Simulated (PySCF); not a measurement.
Job file and geometry (Å, from GFN2-xTB) of an NMR shielding run on SMILES C[SiH2][Si@H](F)N[SiH3], CH$_{10}$FNSi$_{3}$, GIAO PBE0/pcSseg-1 NMR shielding, non-relativistic, gas phase (PySCF 2.14.0, density-fitted response routines); density fitting, a coarse starting grid and PySCF grid level 2 are the driver's defaults:

```
$ OMP_NUM_THREADS=1 python probes_run.py task.json out

{"job": {"kind": "nmr", "xc": "PBE0", "basis": "pcSseg-1"}, "charge": 0, "multiplicity": 1}
C     -2.426185     0.463574    -0.720218
Si    -1.437354    -0.928031     0.121176
Si     0.286597    -0.114019     1.407135
F     -0.235413     1.117722     2.327854
N      1.510120     0.657420     0.455704
Si     2.506341     0.015026    -0.804447
H     -2.821038     1.159850     0.015540
H     -3.266148     0.074529    -1.289705
H     -1.798887     1.031053    -1.403141
H     -0.964037    -1.851207    -0.923648
H     -2.379967    -1.707545     0.943993
H      0.886583    -0.978134     2.428162
H      1.852851     1.514969     0.861997
H      3.612219    -0.789433    -0.269930
H      1.635232    -0.824521    -1.624835
H      3.031487     1.167693    -1.537048
```

Problem. Write the output of this run.

Solution. 
```
coarse grid: 14312 points
cycle   1  E = -1066.5325914968  dE =  2.020e-01  |g| = 7.184e-01  |ddm| = 3.510e+00
cycle   2  E = -1066.4245996104  dE =  1.080e-01  |g| = 1.061e+00  |ddm| = 1.442e+00
cycle   3  E = -1066.6304111610  dE = -2.058e-01  |g| = 5.886e-02  |ddm| = 9.366e-01
cycle   4  E = -1066.6309376676  dE = -5.265e-04  |g| = 2.913e-02  |ddm| = 7.468e-02
cycle   5  E = -1066.6311239586  dE = -1.863e-04  |g| = 6.100e-03  |ddm| = 2.754e-02
cycle   6  E = -1066.6311336164  dE = -9.658e-06  |g| = 1.301e-03  |ddm| = 8.004e-03
final grid: 123304 points
cycle   7  E = -1066.6663494308  dE = -1.706e-05  |g| = 7.839e-03  |ddm| = 1.771e-02
cycle   8  E = -1066.6663343492  dE =  1.508e-05  |g| = 1.140e-02  |ddm| = 1.575e-02
cycle   9  E = -1066.6663629586  dE = -2.861e-05  |g| = 7.553e-04  |ddm| = 9.683e-03
cycle  10  E = -1066.6663630654  dE = -1.068e-07  |g| = 2.289e-04  |ddm| = 7.405e-04
cycle  11  E = -1066.6663630775  dE = -1.216e-08  |g| = 3.875e-05  |ddm| = 2.200e-04
cycle  12  E = -1066.6663630778  dE = -2.742e-10  |g| = 1.783e-05  |ddm| = 5.075e-05
converged SCF energy = -1066.6663630778

GIAO shielding tensors (ppm)
atom      isotropic    diamagn.    paramagn.     s11        s22        s33       span
  0 C      199.082     253.498     -54.416    193.538    201.111    202.598      9.059
  1 Si     440.728     881.892    -441.163    412.778    421.408    488.000     75.222
  2 Si     331.435     878.125    -546.690    275.579    357.150    361.577     85.998
  3 F      372.801     470.243     -97.443    309.915    359.657    448.830    138.915
  4 N      250.320     325.648     -75.328    209.224    250.773    290.962     81.738
  5 Si     411.048     879.779    -468.731    367.648    398.172    467.323     99.676
  6 H       31.390      30.729       0.660     26.343     29.120     38.706     12.363
  7 H       31.321      28.795       2.526     26.265     27.953     39.745     13.480
  8 H       31.443      32.844      -1.400     26.248     29.688     38.395     12.147
  9 H       27.767      30.894      -3.126     24.614     26.178     32.510      7.897
 10 H       27.971      29.729      -1.758     24.448     25.810     33.655      9.206
 11 H       25.815      28.965      -3.151     22.586     23.569     31.288      8.702
 12 H       31.769      31.708       0.061     22.556     29.681     43.070     20.513
 13 H       26.922      28.323      -1.401     23.137     24.805     32.823      9.686
 14 H       27.022      30.668      -3.646     22.988     27.355     30.723      7.734
 15 H       26.954      28.929      -1.975     23.421     25.113     32.328      8.907
```

Problem. Turn these shieldings into chemical shifts. References, each an isolated molecule treated in the same way: $^{13}$C (186.93 ppm) and $^{29}$Si (349.16 ppm) and $^{1}$H (31.72 ppm) vs TMS; CFCl3 for $^{19}$F (170.95 ppm); $^{15}$N (267.73 ppm) vs NH3.

Solution. Averaging equivalent atoms: C 0: -12.2; Si 2: 17.7; Si 5: -61.9; Si 1: -91.6; F 3: -201.9; N 4: 17.4; H 11: 5.90; H 13/14/15: 4.75; H 9: 3.95; H 10: 3.75; H 6/7/8: 0.33; H 12: -0.05 ppm. Unscaled 19F shifts against computed CFCl3 carry errors that often reach 10 to 50 ppm. Experimental scales use liquid or dissolved standards, which lie at an offset from isolated NH3 (liquid NH3: subtract about 20 ppm).

Size and cost of the density-fitted run: 173 basis functions, 54 s wall time on 1 thread of an Arm Neoverse N1, shared host; peak memory 0.8 GiB.
